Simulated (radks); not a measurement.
Task: Radial electron density D(r) = 4 pi r^2 rho(r) of an atom or ion with 25 electrons. Calculated with a radial shooting solver on a logarithmic mesh with Libxc functionals: scalar-relativistic Kohn-Sham, PBE, spin-unpolarised, spherical densities, point nucleus.

```
   r/bohr * D(r) (the largest magnitude, 60.5, reaches the edge; | marks zero)
   0.0022 |  *
 0.002753 |   *
 0.003444 |     *
 0.004309 |       *
  0.00539 |          *
 0.006744 |              *
 0.008437 |                    *
  0.01056 |                          *
  0.01321 |                                *
  0.01652 |                                       *
  0.02067 |                                           *
  0.02586 |                                             *
  0.03235 |                                           *
  0.04047 |                                        *
  0.05063 |                                      *
  0.06335 |                                       *
  0.07925 |                                              *
  0.09915 |                                                     *
    0.124 |                                                      *
   0.1552 |                                              *
   0.1942 |                                   *
   0.2429 |                              *
   0.3039 |                                 *
   0.3802 |                                   *
   0.4756 |                            *
    0.595 |               *
   0.7444 |    *
   0.9314 |*
    1.165 *
    1.458 *
```

What is the nuclear charge?

Result: Z = 40. The innermost maximum, from 1s, lies near gamma/Z bohr with gamma = sqrt(1 - (Z/c)^2) = 0.956, here 0.0239 bohr (found: 0.0261), and its height grows with Z. The density is that of the zirconium ion Zr15+ in [Ar] 3d7; the configuration itself is not fixed sharply by these data, and Z only to a few units. D(r) has 3 maxima, at r = 0.0261, 0.115, 0.362 bohr, and minima at 0.0527, 0.243 bohr, inside which lie 2.04, 11.11 electrons.
